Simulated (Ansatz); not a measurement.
Se₅⁺, relaxed as a doublet with UKS r2SCAN-D4/def2-SVP in Ansatz, starting from the GFN2-xTB geometry. Force threshold 0.02 eV/Å.

The relaxation made no stability test and no search for a lower SCF solution. The structure comes from a short search, and lower isomers may exist.

Start:

Cartesian coordinates in Å:
```
Se -1.185 -1.463 -0.435
Se -0.338 -0.915 1.714
Se 1.263 1.001 -1.068
Se -1.010 0.624 -1.507
Se 1.271 0.753 1.296
```

(1) Estimate the energy that the relaxation releases and the steps that it takes.

(2) Does the start keep its bonding?

(3) Predict the relaxed structure.

Results:

(1) 9.3 kJ/mol, in 6 steps; 29 s on 4 threads of AMD EPYC 7B13 on a shared host. No frequencies were taken in this run, so the end may be a saddle point.

(2) By distances, no bond broke or formed. The bond that changes most is Se2–Se5, from 2.36 to 2.34 Å (atoms count from 1). The end is the same structure that another start reached, the lowest one found.

(3) 
```xyz
5

Se   -1.0823   -1.4559   -0.4823
Se   -0.3536   -0.8895    1.6954
Se    1.2557    0.8744   -1.0834
Se   -1.0440    0.6865   -1.4108
Se    1.2242    0.7844    1.2811
```
Bond lengths: 5 × Se–Se 2.33 to 2.37 Å.
